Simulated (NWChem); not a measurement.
CdHSBr; SMILES [Cd]([SH])[Br]

```xyz
4

Cd     0.0116     0.4463     0.0000
Br     0.0030    -1.9686     0.0000
S      0.0403     2.7873     0.0000
H     -1.3090     2.8801     0.0000
```
Atoms are numbered in this order, from 1.

Structure relaxed at the PBE0/def2-SVP level. Not confirmed as a minimum by frequencies. def2 effective core potentials on Cd; no spin-orbit coupling.

Symmetry labels are those of Cs in the frame above (b1 and b2, or b-type labels, depend on it).

Problem. List the 4 lowest vertical singlet excitations from PBE0/def2-SVPD with def2 effective core potentials on Cd, TDA (NWChem).

Solution. 
| state | energy (eV) | oscillator strength | symmetry | leading excitation (squared amplitude) |
|---|---|---|---|---|
| S1 | 4.28 | 0.011 | a" | HOMO → LUMO (0.99) |
| S2 | 5.10 | 0.016 | a' | HOMO−1 → LUMO (0.99) |
| S3 | 5.15 | 0.027 | a" | HOMO−2 → LUMO (0.99) |
| S4 | 5.44 | 0.000 | a" | HOMO → LUMO+1 (0.99) |
